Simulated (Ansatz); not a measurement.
The cluster CuNi2. The state is a doublet with charge 0. Geometry PBE0-D4/def2-TZVP, that of the charge +1 singlet; atoms count from 1.

```
atom   x (Å)   y (Å)   z (Å)
 Ni1   0.768   0.155   1.011
 Ni2  -0.959  -0.815   0.224
 Cu3   0.190   0.660  -1.235
```

The charge 0 doublet is spin-contaminated (final ⟨S²⟩ up to 1.58, 0.75 for a pure state). The structure comes from a short search, and lower isomers may exist.

Question: Estimate the Mulliken populations from the PBE0/def2-TZVP orbitals of Ansatz.

Answer: 
```csv
atom,charge (e),spin (α − β),d electrons
Ni1,0.02,0.67,8.93
Ni2,0.14,0.80,9.03
Cu3,-0.16,-0.47,9.92
```
Mulliken values and Mayer orders depend strongly on the basis.

Question: Where does the spin sit?

Answer: Summed by element: Ni 1.47, Cu -0.47, of 1 unpaired in all. Largest on single atoms: Ni2 0.80, Ni1 0.67, Cu3 -0.47.

Question: And the Mayer bond orders between bonded heavy atoms (over 0.3)?

Answer: Ni1–Ni2 0.88 (2.13 Å); Ni1–Cu3 0.49 (2.37 Å); Ni2–Cu3 0.53 (2.37 Å).
